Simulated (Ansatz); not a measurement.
System: BPH₃, charge 0, doublet. BPH3 (SMILES [BH]P, doublet).
B3LYP-D3(BJ)/def2-TZVP minimum from Ansatz (a quantum-chemistry and plane-wave program):
```
P
H 1 1.4082
H 1 1.4157 2 99.83
B 1 1.8225 2 105.56 3 -112.21
H 4 1.1822 1 136.05 2 154.84
```
Charge 0, spin multiplicity 2.

Hartree-Fock and CCSD(T) correlation energies in hartree (Ansatz). UHF or UKS for unpaired electrons; spin-orbit terms are left out. Cores are frozen in correlated methods. No relativity.

| basis | X | E(HF) | E(corr, CCSD(T)) |
|---|---|---|---|
| cc-pV(T+d)Z | 3 | -367.11326 | -0.28203 |
| cc-pV(Q+d)Z | 4 | -367.11820 | -0.29698 |
| cc-pV(5+d)Z | 5 | -367.11918 | withheld |

Problem. Fit E(corr) = E∞ + A/X³ to X = 3 and 4, predict X = 5, and compare with the run.

Solution. A = (-0.28203 - (-0.29698))/(1/27 - 1/64) = 0.6982; E∞ = -0.29698 - A/64 = -0.30789; at X = 5, E∞ + A/125 = -0.30230. The run gave -0.30175, 0.55 mEh above the prediction. The same form on X = 4 and 5 gives E∞ = -0.30675, 1.13 mEh above the first estimate.
